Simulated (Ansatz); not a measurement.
Input file for Ansatz (a quantum-chemistry and plane-wave program): R-B3LYP/def2-TZVPP on HNaO (SMILES [OH][Na]), atoms moved off the minimum.

Ansatz 0.2 input:
```yaml
crystal:
  periodic: [false, false, false]
  atoms:
    - {symbol: Na, position_ang: [-0.02042793, -0.03556867, -0.90269570]}
    - {symbol: O, position_ang: [-0.02267902, 0.01146974, 1.01414067]}
    - {symbol: H, position_ang: [0.03529543, -0.01602541, 1.95107858]}
basis:
  gaussian:
    orbitals: def2-TZVPP
hamiltonian:
  xc: {name: B3LYP}
scf: {lower_state_search: off}
output: {forces: true}
```

The log:

```
WARN ansatz: RAYON_NUM_THREADS=1 ignored (pool sized by the plan → 1); use --threads N
Functional definition: B3LYP
these checks for a lower state are left out or cut short: stability, starts, cluster_reference, orbital_swaps, neighbouring_geometries, increment
integrals: 0.01 GiB planned
487 factors; their error is unknown
mean field: 0.16 GiB planned
mean field evaluation 1: about -6472.0334 eV, gradient 7.3e1 eV
mean field evaluation 2: about -6335.9713 eV, gradient 1.7e2 eV
mean field evaluation 4: about -6481.0629 eV, gradient 5.1e0 eV
mean field evaluation 8: about -6481.1415 eV, gradient 1.2e-1 eV
mean field evaluation 16: about -6481.1415 eV, gradient 7.2e-7 eV
mean field -6481.14150493 eV, -238.1775572306 hartree, gradient 7.8e-7 eV, S^2 0.000000; 0 other end points of the search recorded, 0 dependent functions left out
the calculation of the forces begins
reference -6481.14171920 eV, -238.1775651050 hartree; 10, 10 occupied and 67, 67 virtual orbitals, 487 factors
Total energy: -6481.14171920 eV, -238.1775651050 hartree
Atom 0 at    -0.020428    -0.035569    -0.902696 Å, force    -0.003498    -0.001769    -0.202208 eV/Å
Atom 1 at    -0.022679     0.011470     1.014141 Å, force    -0.036201     0.017690    -0.562904 eV/Å
Atom 2 at     0.035295    -0.016025     1.951079 Å, force     0.039700    -0.015921     0.765112 eV/Å
Dipole moment:     0.012113    -0.040432    -1.278039 e Å
Checks for a lower state left out: stability, starts, cluster_reference, orbital_swaps, neighbouring_geometries, increment
```

Self-consistency was reached.

Cost: very roughly 1.0 core-seconds.
